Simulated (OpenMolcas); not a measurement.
**How basis sets differ on C2H3Br (vinyl bromide)**

C2H3Br: 6 atoms, total charge 0, spin state singlet. As SMILES, `C=CBr`. The shape is that of a PBE0-D4/def2-TZVP optimisation.

Quantity: the dipole moment, in D. The values are calculated.

Measured value to compare with: NIST CCCBDB gives the dipole moment of the gas as 1.42 D.

```
                             level             kind     program  value (D)  computed − measured  CPU time
                   r2SCANh/cc-pVDZ  hybrid meta-GGA  OpenMolcas       1.42                 0.00     8.2 s
               r2SCANh/aug-cc-pVDZ  hybrid meta-GGA  OpenMolcas       1.50                +0.08      21 s
                   r2SCANh/cc-pVTZ  hybrid meta-GGA  OpenMolcas       1.48                +0.06      47 s
r2SCANh/aug-cc-pVTZ (RICD fitting)  hybrid meta-GGA  OpenMolcas       1.46                +0.04      66 s
```

Nearest: r2SCANh/cc-pVDZ (0.00 D); farthest: r2SCANh/aug-cc-pVDZ (+0.08 D). The measured dipole is a vibrational average, so differences of a few hundredths of a debye mean little. All-electron rows without a relativistic Hamiltonian named are non-relativistic. Times are those of the runs behind each value, whatever else they computed, on shared processors of several kinds: orders of magnitude only.
